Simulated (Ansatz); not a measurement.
Computed with PBE-D3(BJ)/def2-TZVP in Ansatz (a program for electronic structure). No frequencies were computed at this level.

Ansatz 0.2 input:
```yaml
crystal:
  periodic: [false, false, false]
  atoms:
    - { symbol: O, position_ang: [-1.582864, -0.367136, 0.046014] }
    - { symbol: Ge, position_ang: [-0.084825, 0.480066, 0.027435] }
    - { symbol: O, position_ang: [1.088914, -0.807839, -0.104972] }
    - { symbol: H, position_ang: [-1.489543, -1.318035, 0.025401] }
    - { symbol: H, position_ang: [-0.036735, 1.368747, -1.184012] }
    - { symbol: H, position_ang: [0.092341, 1.218719, 1.325125] }
    - { symbol: H, position_ang: [2.012711, -0.574522, -0.134992] }
basis:
  gaussian: { orbitals: def2-tzvp }
hamiltonian:
  xc: pbe
  dispersion: d3bj
relax:
  max_steps: 150
```

Output:

```
[...]
reference -60667.44135575 eV, -2229.4873479552 hartree; 26, 26 occupied and 108, 108 virtual orbitals, 836 factors
relax step  14: F+E_penalty+E_count = -60667.53487299 eV  Δ(F+E_penalty+E_count) = -1.906e-3 eV  max|allowed force component| = 2.189e-2 eV/Å  Δτ_max = 0.0569 Å  (30 SCF iters, accepted)
these checks for a lower state are left out or cut short: starts, cluster_reference, orbital_swaps, neighbouring_geometries, increment
836 factors; their error is unknown
mean field -60667.43136550 eV, -2229.4869808203 hartree, gradient 2.1e-5 eV, S^2 0.000000; 0 other end points of the search recorded, 0 dependent functions left out
reference -60667.43139954 eV, -2229.4869820710 hartree; 26, 26 occupied and 108, 108 virtual orbitals, 836 factors
relax step  15: F+E_penalty+E_count = -60667.52505421 eV  Δ(F+E_penalty+E_count) = +9.819e-3 eV  max|allowed force component| = 2.859e-1 eV/Å  Δτ_max = 0.0993 Å  (30 SCF iters, rejected (line search))
these checks for a lower state are left out or cut short: starts, cluster_reference, orbital_swaps, neighbouring_geometries, increment
836 factors; their error is unknown
mean field -60667.44023006 eV, -2229.4873065867 hartree, gradient 1.6e-5 eV, S^2 0.000000; 0 other end points of the search recorded, 0 dependent functions left out
reference -60667.44026431 eV, -2229.4873078456 hartree; 26, 26 occupied and 108, 108 virtual orbitals, 836 factors
relax step  16: F+E_penalty+E_count = -60667.53372774 eV  Δ(F+E_penalty+E_count) = +1.145e-3 eV  max|allowed force component| = 3.418e-1 eV/Å  Δτ_max = 0.0484 Å  (30 SCF iters, rejected (line search))
these checks for a lower state are left out or cut short: starts, cluster_reference, orbital_swaps, neighbouring_geometries, increment
836 factors; their error is unknown
mean field evaluation 128: about -60667.4420 eV, gradient 2.6e-1 eV
mean field -60667.44203679 eV, -2229.4873729828 hartree, gradient 1.7e-5 eV, S^2 0.000000; 0 other end points of the search recorded, 0 dependent functions left out
reference -60667.44207105 eV, -2229.4873742418 hartree; 26, 26 occupied and 108, 108 virtual orbitals, 836 factors
relax step  17: F+E_penalty+E_count = -60667.53558051 eV  Δ(F+E_penalty+E_count) = -7.075e-4 eV  max|allowed force component| = 1.621e-2 eV/Å  Δτ_max = 0.0242 Å  (30 SCF iters, accepted)
these checks for a lower state are left out or cut short: starts, cluster_reference, orbital_swaps, neighbouring_geometries, increment
836 factors; their error is unknown
mean field -60667.43489504 eV, -2229.4871105283 hartree, gradient 1.2e-5 eV, S^2 0.000000; 0 other end points of the search recorded, 0 dependent functions left out
reference -60667.43492929 eV, -2229.4871117869 hartree; 26, 26 occupied and 108, 108 virtual orbitals, 836 factors
relax step  18: F+E_penalty+E_count = -60667.52834216 eV  Δ(F+E_penalty+E_count) = +7.238e-3 eV  max|allowed force component| = 6.853e-1 eV/Å  Δτ_max = 0.0991 Å  (30 SCF iters, rejected (line search))
these checks for a lower state are left out or cut short: starts, cluster_reference, orbital_swaps, neighbouring_geometries, increment
836 factors; their error is unknown
mean field -60667.44305760 eV, -2229.4874104970 hartree, gradient 1.6e-5 eV, S^2 0.000000; 0 other end points of the search recorded, 0 dependent functions left out
reference -60667.44309182 eV, -2229.4874117545 hartree; 26, 26 occupied and 108, 108 virtual orbitals, 836 factors
relax step  19: F+E_penalty+E_count = -60667.53652903 eV  Δ(F+E_penalty+E_count) = -9.485e-4 eV  max|allowed force component| = 2.121e-2 eV/Å  Δτ_max = 0.0495 Å  (30 SCF iters, accepted)
these checks for a lower state are left out or cut short: starts, cluster_reference, orbital_swaps, neighbouring_geometries, increment
836 factors; their error is unknown
mean field -60667.44200849 eV, -2229.4873719427 hartree, gradient 1.6e-5 eV, S^2 0.000000; 0 other end points of the search recorded, 0 dependent functions left out
reference -60667.44204277 eV, -2229.4873732027 hartree; 26, 26 occupied and 108, 108 virtual orbitals, 836 factors
relax step  20: F+E_penalty+E_count = -60667.53531225 eV  Δ(F+E_penalty+E_count) = +1.217e-3 eV  max|allowed force component| = 2.402e-1 eV/Å  Δτ_max = 0.0500 Å  (29 SCF iters, rejected (line search))
these checks for a lower state are left out or cut short: starts, cluster_reference, orbital_swaps, neighbouring_geometries, increment
836 factors; their error is unknown
mean field evaluation 160: about -60667.4436 eV, gradient 1.6e-5 eV
mean field -60667.44364178 eV, -2229.4874319653 hartree, gradient 1.6e-5 eV, S^2 0.000000; 0 other end points of the search recorded, 0 dependent functions left out
reference -60667.44367601 eV, -2229.4874332232 hartree; 26, 26 occupied and 108, 108 virtual orbitals, 836 factors
relax step  21: F+E_penalty+E_count = -60667.53706257 eV  Δ(F+E_penalty+E_count) = -5.335e-4 eV  max|allowed force component| = 1.934e-2 eV/Å  Δτ_max = 0.0250 Å  (29 SCF iters, accepted)
these checks for a lower state are left out or cut short: starts, cluster_reference, orbital_swaps, neighbouring_geometries, increment
836 factors; their error is unknown
mean field -60667.44400105 eV, -2229.4874451680 hartree, gradient 1.6e-5 eV, S^2 0.000000; 0 other end points of the search recorded, 0 dependent functions left out
reference -60667.44403529 eV, -2229.4874464265 hartree; 26, 26 occupied and 108, 108 virtual orbitals, 836 factors
relax step  22: F+E_penalty+E_count = -60667.53738792 eV  Δ(F+E_penalty+E_count) = -3.253e-4 eV  max|allowed force component| = 6.589e-2 eV/Å  Δτ_max = 0.0241 Å  (30 SCF iters, accepted)
these checks for a lower state are left out or cut short: starts, cluster_reference, orbital_swaps, neighbouring_geometries, increment
836 factors; their error is unknown
mean field -60667.44412429 eV, -2229.4874496971 hartree, gradient 1.6e-5 eV, S^2 0.000000; 0 other end points of the search recorded, 0 dependent functions left out
reference -60667.44415854 eV, -2229.4874509558 hartree; 26, 26 occupied and 108, 108 virtual orbitals, 836 factors
relax step  23: F+E_penalty+E_count = -60667.53749760 eV  Δ(F+E_penalty+E_count) = -1.097e-4 eV  max|allowed force component| = 1.229e-1 eV/Å  Δτ_max = 0.0222 Å  (30 SCF iters, accepted)
these checks for a lower state are left out or cut short: starts, cluster_reference, orbital_swaps, neighbouring_geometries, increment
836 factors; their error is unknown
mean field -60667.44478687 eV, -2229.4874740465 hartree, gradient 1.7e-5 eV, S^2 0.000000; 0 other end points of the search recorded, 0 dependent functions left out
reference -60667.44482112 eV, -2229.4874753050 hartree; 26, 26 occupied and 108, 108 virtual orbitals, 836 factors
relax step  24: F+E_penalty+E_count = -60667.53813893 eV  Δ(F+E_penalty+E_count) = -6.413e-4 eV  max|allowed force component| = 1.662e-2 eV/Å  Δτ_max = 0.0312 Å  (29 SCF iters, accepted)
these checks for a lower state are left out or cut short: starts, cluster_reference, orbital_swaps, neighbouring_geometries, increment
836 factors; their error is unknown
mean field -60667.44208437 eV, -2229.4873747312 hartree, gradient 1.5e-5 eV, S^2 0.000000; 0 other end points of the search recorded, 0 dependent functions left out
reference -60667.44211866 eV, -2229.4873759915 hartree; 26, 26 occupied and 108, 108 virtual orbitals, 836 factors
relax step  25: F+E_penalty+E_count = -60667.53553327 eV  Δ(F+E_penalty+E_count) = +2.606e-3 eV  max|allowed force component| = 1.781e-1 eV/Å  Δτ_max = 0.0215 Å  (30 SCF iters, rejected (line search))
these checks for a lower state are left out or cut short: starts, cluster_reference, orbital_swaps, neighbouring_geometries, increment
836 factors; their error is unknown
mean field evaluation 192: about -60667.4449 eV, gradient 4.4e-5 eV
mean field -60667.44494088 eV, -2229.4874797061 hartree, gradient 1.5e-5 eV, S^2 0.000000; 0 other end points of the search recorded, 0 dependent functions left out
reference -60667.44497513 eV, -2229.4874809648 hartree; 26, 26 occupied and 108, 108 virtual orbitals, 836 factors
relax step  26: F+E_penalty+E_count = -60667.53828051 eV  Δ(F+E_penalty+E_count) = -1.416e-4 eV  max|allowed force component| = 6.347e-3 eV/Å  Δτ_max = 0.0105 Å  (30 SCF iters, accepted)
these checks for a lower state are left out or cut short: starts, cluster_reference, orbital_swaps, neighbouring_geometries, increment
836 factors; their error is unknown
mean field -60667.44496680 eV, -2229.4874806587 hartree, gradient 1.6e-5 eV, S^2 0.000000; 0 other end points of the search recorded, 0 dependent functions left out
reference -60667.44500106 eV, -2229.4874819177 hartree; 26, 26 occupied and 108, 108 virtual orbitals, 836 factors
relax step  27: F+E_penalty+E_count = -60667.53829247 eV  Δ(F+E_penalty+E_count) = -1.196e-5 eV  max|allowed force component| = 8.650e-2 eV/Å  Δτ_max = 0.0288 Å  (29 SCF iters, accepted)
these checks for a lower state are left out or cut short: starts, cluster_reference, orbital_swaps, neighbouring_geometries, increment
836 factors; their error is unknown
mean field -60667.44519320 eV, -2229.4874889786 hartree, gradient 1.4e-5 eV, S^2 0.000000; 0 other end points of the search recorded, 0 dependent functions left out
reference -60667.44522744 eV, -2229.4874902372 hartree; 26, 26 occupied and 108, 108 virtual orbitals, 836 factors
relax step  28: F+E_penalty+E_count = -60667.53852395 eV  Δ(F+E_penalty+E_count) = -2.315e-4 eV  max|allowed force component| = 2.630e-2 eV/Å  Δτ_max = 0.0046 Å  (30 SCF iters, accepted)
these checks for a lower state are left out or cut short: starts, cluster_reference, orbital_swaps, neighbouring_geometries, increment
836 factors; their error is unknown
mean field -60667.44521835 eV, -2229.4874899029 hartree, gradient 1.6e-5 eV, S^2 0.000000; 0 other end points of the search recorded, 0 dependent functions left out
reference -60667.44525257 eV, -2229.4874911605 hartree; 26, 26 occupied and 108, 108 virtual orbitals, 836 factors
relax step  29: F+E_penalty+E_count = -60667.53852467 eV  Δ(F+E_penalty+E_count) = -7.183e-7 eV  max|allowed force component| = 7.507e-3 eV/Å  Δτ_max = 0.0284 Å  (30 SCF iters, accepted)
these checks for a lower state are left out or cut short: starts, cluster_reference, orbital_swaps, neighbouring_geometries, increment
836 factors; their error is unknown
mean field -60667.44530389 eV, -2229.4874930466 hartree, gradient 1.5e-5 eV, S^2 0.000000; 0 other end points of the search recorded, 0 dependent functions left out
reference -60667.44533813 eV, -2229.4874943049 hartree; 26, 26 occupied and 108, 108 virtual orbitals, 836 factors
relax step  30: F+E_penalty+E_count = -60667.53862407 eV  Δ(F+E_penalty+E_count) = -9.940e-5 eV  max|allowed force component| = 9.439e-3 eV/Å  Δτ_max = 0.0130 Å  (30 SCF iters, accepted)
these checks for a lower state are left out or cut short: starts, cluster_reference, orbital_swaps, neighbouring_geometries, increment
836 factors; their error is unknown
mean field evaluation 224: about -60667.4568 eV, gradient 1.2e0 eV
mean field -60667.44534797 eV, -2229.4874946664 hartree, gradient 1.5e-5 eV, S^2 0.000000; 0 other end points of the search recorded, 0 dependent functions left out
reference -60667.44538221 eV, -2229.4874959248 hartree; 26, 26 occupied and 108, 108 virtual orbitals, 836 factors
relax step  31: F+E_penalty+E_count = -60667.53867492 eV  Δ(F+E_penalty+E_count) = -5.085e-5 eV  max|allowed force component| = 1.016e-2 eV/Å  Δτ_max = 0.0147 Å  (30 SCF iters, accepted)
these checks for a lower state are left out or cut short: starts, cluster_reference, orbital_swaps, neighbouring_geometries, increment
836 factors; their error is unknown
mean field -60667.44535864 eV, -2229.4874950587 hartree, gradient 1.6e-5 eV, S^2 0.000000; 0 other end points of the search recorded, 0 dependent functions left out
reference -60667.44539289 eV, -2229.4874963173 hartree; 26, 26 occupied and 108, 108 virtual orbitals, 836 factors
relax step  32: F+E_penalty+E_count = -60667.53867093 eV  Δ(F+E_penalty+E_count) = +3.993e-6 eV  max|allowed force component| = 4.691e-2 eV/Å  Δτ_max = 0.0188 Å  (30 SCF iters, rejected (line search))
these checks for a lower state are left out or cut short: starts, cluster_reference, orbital_swaps, neighbouring_geometries, increment
836 factors; their error is unknown
mean field -60667.44538085 eV, -2229.4874958749 hartree, gradient 1.5e-5 eV, S^2 0.000000; 0 other end points of the search recorded, 0 dependent functions left out
reference -60667.44541509 eV, -2229.4874971333 hartree; 26, 26 occupied and 108, 108 virtual orbitals, 836 factors
relax step  33: F+E_penalty+E_count = -60667.53870430 eV  Δ(F+E_penalty+E_count) = -2.938e-5 eV  max|allowed force component| = 6.219e-3 eV/Å  Δτ_max = 0.0092 Å  (30 SCF iters, accepted)
836 factors; their error is unknown
mean field evaluation 256: about -60667.4454 eV, gradient 1.6e-2 eV
mean field -60667.44538085 eV, -2229.4874958749 hartree, gradient 7.8e-5 eV, S^2 0.000000; 1 other end points of the search recorded, 0 dependent functions left out
reference -60667.44541509 eV, -2229.4874971333 hartree; 26, 26 occupied and 108, 108 virtual orbitals, 836 factors
Total energy: -60667.53873854 eV, -2229.4909267068 hartree
Atom 0 at    -1.502396    -0.554335    -0.229837 Å, force     0.001449    -0.002065     0.004402 eV/Å
Atom 1 at    -0.037920     0.485299    -0.117063 Å, force     0.001299    -0.003090    -0.000552 eV/Å
Atom 2 at     1.455709    -0.432717    -0.525790 Å, force    -0.000207    -0.000596     0.006219 eV/Å
Atom 3 at    -1.596163    -1.128401     0.548183 Å, force    -0.001071     0.003112    -0.004191 eV/Å
Atom 4 at    -0.200649     1.514104    -1.244320 Å, force    -0.000332    -0.000155     0.000567 eV/Å
Atom 5 at     0.088767     1.042240     1.328791 Å, force    -0.000284     0.000769    -0.000813 eV/Å
Atom 6 at     1.792651    -0.926191     0.240035 Å, force    -0.000853     0.002025    -0.005632 eV/Å
Dipole moment:     0.067874    -0.033802     0.527920 e Å
```

Cost: about 80 core-seconds (a rough figure).
